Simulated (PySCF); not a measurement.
In(Cl)2(SeH) (Cl2HInSe), SMILES [Cl][In]([Cl])[SeH].

The structure is a stationary point at B3LYP-D3(BJ)/def2-SVP. The structure was generated by enumeration; whether it is a known compound was not checked. The def2 effective core potentials stand for the cores of In; spin–orbit coupling is left out. The values are those of a single conformer.

Level of theory: M06-2X/def2-TZVP run with PySCF.

Symmetry labels are those of the subgroup Cs that the program uses (full group Cs).

Computed valence orbital energies around the gap with their symmetry:
| orbital | symmetry | energy (eV) |
|---|---|---|
| HOMO−7 | A' | -12.67 |
| HOMO−6 | A' | -11.43 |
| HOMO−5 | A' | -11.08 |
| HOMO−4 | A" | -10.92 |
| HOMO−3 | A" | -10.57 |
| HOMO−2 | A' | -10.47 |
| HOMO−1 | A' | -10.01 |
| HOMO | A" | -9.04 |
| LUMO | A' | -1.98 |
| LUMO+1 | A" | -1.30 |
| LUMO+2 | A' | 0.30 |
| LUMO+3 | A' | 0.77 |
